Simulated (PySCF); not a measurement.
CHCl₂FOSi, SMILES O=C[Si](F)(Cl)Cl. Atoms are numbered in the order given.

```xyz
7

O     -2.2838    -0.9907    -0.7690
C     -1.8501    -0.0684    -0.1236
Si     0.0166     0.0819     0.3071
F      0.1756     0.1862     1.9101
Cl     1.0392    -1.5410    -0.3682
Cl     0.7305     1.8207    -0.5044
H     -2.5272     0.7597     0.2384
```
Charge 0, spin multiplicity 1.

Coordinates come from a r2SCAN-D4/def2-SVP optimisation. This is a generated structure with no PubChem entry under its InChIKey; it may be hypothetical. The values are those of a single conformer.

Method: PBE/pcSseg-1 (PySCF).

GIAO shieldings, no solvent; atoms listed in one row are averaged. δ = σ(ref) − σ: ¹⁷O against H2O (σ = 334.3 ppm); ¹³C against TMS (σ = 182.0 ppm); ²⁹Si against TMS (σ = 335.4 ppm); ¹⁹F against CFCl3 (σ = 133.6 ppm); ³⁵Cl against HCl (σ = 936.5 ppm); ¹H against TMS (σ = 31.49 ppm), references at their B3LYP-D3(BJ)/def2-TZVP geometries, non-relativistic (without spin–orbit terms, shifts of atoms bonded to Cl or Br come out too high).

Question: Estimate the chemical shifts. (An estimate is asked for; the answer gives what the named calculation found.)

Answer: 
```
nucleus  atoms  count  δ (ppm)
-------  -----  -----  -------
¹⁷O         O1      1    892.4
¹³C         C2      1    223.3
²⁹Si       Si3      1    -26.4
¹⁹F         F4      1   -142.4
³⁵Cl       Cl6      1    120.2
³⁵Cl       Cl5      1     89.0
¹H          H7      1    11.43
```
